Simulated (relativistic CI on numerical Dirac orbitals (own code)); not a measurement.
## Pt⁺: resonant inelastic scattering at the L2,3 edge

Computed with this model: Dirac-Coulomb-Breit CI, orbitals from a KLI potential per configuration, model QED (radiative potential, 1s self-energy scaled to tabulated hydrogen-like ionisation energies), valence Slater integrals scaled by 0.8, Kramers-Heisenberg scattering through one core-hole configuration in a parametric crystal field; configurations [Xe] 4f14 5d9 → [He] 2s2 2p5 3s2 3p6 3d10 4s2 4p6 4d10 4f14 5s2 5p6 5d10; 300 K; core-hole width 3 eV; summed over polarisations. Incident energies are the highest absorption maxima for each field (at most a few, so the weaker spin-orbit partner edge can be absent), on the computed scale of the free ion. Intensities are in per cent of the strongest line above 0.02 eV; levels within 1 cm⁻¹ are merged; final levels count from the ground level, the first row holds all elastic scattering, lines under 0.4 are left out and each table stops after 24 rows. The scale of the Slater integrals is a model choice and moves the terms in proportion.

Field parameters in Wybourne normalisation: D4h B²₀ = −7Ds, B⁴₀ = 21(Dq − Dt), B⁴₄ = 21√(5/14) Dq. The field is a parameter set, without covalency.

S is read from ⟨S²⟩ = S(S + 1).

D4h, 10Dq = 15400, Ds = -1500, Dt = 240 cm⁻¹:

```json
{"Final level (eV)": "0.000", "Degeneracy": "2", "Irrep": "Γ6", "S": "0.50", "11559.4 eV": "145.1"}
{"Final level (eV)": "0.579", "Degeneracy": "2", "Irrep": "Γ7", "S": "0.50", "11559.4 eV": "68.8"}
{"Final level (eV)": "1.636", "Degeneracy": "2", "Irrep": "Γ7", "S": "0.50", "11559.4 eV": "100.0"}
{"Final level (eV)": "2.334", "Degeneracy": "2", "Irrep": "Γ6", "S": "0.50", "11559.4 eV": "59.0"}
{"Final level (eV)": "2.901", "Degeneracy": "2", "Irrep": "Γ7", "S": "0.50", "11559.4 eV": "27.8"}
```

D4h, 10Dq = 15400, Ds = -860, Dt = 240 cm⁻¹:

```
Final level (eV)  Degeneracy  Irrep     S  11559.3 eV
           0.000           2     Γ6  0.50       135.8
           0.277           2     Γ7  0.50        60.3
           1.522           2     Γ7  0.50       100.0
           2.265           2     Γ6  0.50        53.7
           2.619           2     Γ7  0.50        21.6
```

D4h, 10Dq = 15400, Ds = -210, Dt = 240 cm⁻¹:

```csv
Final level (eV),Degeneracy,Irrep,S,11559.1 eV
0.000,2,Γ7,0.50,129.5
0.032,2,Γ6,0.50,40.1
1.428,2,Γ7,0.50,100.0
2.228,2,Γ6,0.50,20.6
2.377,2,Γ7,0.50,39.8
```

For the first field the strongest loss at the lowest incident energy is the level at 1.64 eV (S = 0.50, against 0.50 in the thermal ground state).
